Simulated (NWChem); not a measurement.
System: C₄H₇N; SMILES CC=C=CN

The following NWChem deck was run.

```
start job
memory heap 200 mb stack 900 mb global 1100 mb
geometry units angstroms
  C      2.201624     0.843592     0.252871
  C      1.303160    -0.359220     0.267430
  C      0.005865    -0.307939     0.267881
  C     -1.293715    -0.202066     0.262633
  N     -2.094250    -0.059465    -0.878197
  H      2.856020     0.810604    -0.618216
  H      1.618099     1.760035     0.223163
  H      2.829972     0.851648     1.143430
  H      1.813666    -1.317141     0.293175
  H     -1.845031    -0.158096     1.194624
  H     -1.606180    -0.276077    -1.736618
  H     -2.981277    -0.539179    -0.817430
end
basis spherical
  * library 6-31g*
end
dft
  xc b3lyp
  iterations 150
end
driver
  maxiter 120
end
task dft optimize
task dft freq
```

B3LYP is NWChem's, with the RPA form of VWN correlation.

The level has its own optimisation; frequencies are unscaled. Brackets give each atom's bonded neighbours.

Give the results of this calculation. (B3LYP/6-31G* (spherical d).) Quantities: r C–C [C(CCH)–C(CHHH)] (Å); r C–C [C(CC)–C(CCH)] (Å); r C–H [C(CCH)–H(C)] (Å); r C–C [C(CC)–C(CHN)] (Å); highest harmonic frequency (cm⁻¹); lowest (cm⁻¹); zero-point energy (kcal/mol); dipole (D).


```json
{
  "r C–C [C(CCH)–C(CHHH)] (Å)": "1.512",
  "r C–C [C(CC)–C(CCH)] (Å)": "1.311",
  "r C–H [C(CCH)–H(C)] (Å)": "1.095",
  "r C–C [C(CC)–C(CHN)] (Å)": "1.314",
  "highest harmonic frequency (cm⁻¹)": "3605",
  "lowest (cm⁻¹)": "133",
  "zero-point energy (kcal/mol)": "64.3",
  "dipole (D)": "1.24"
}
```
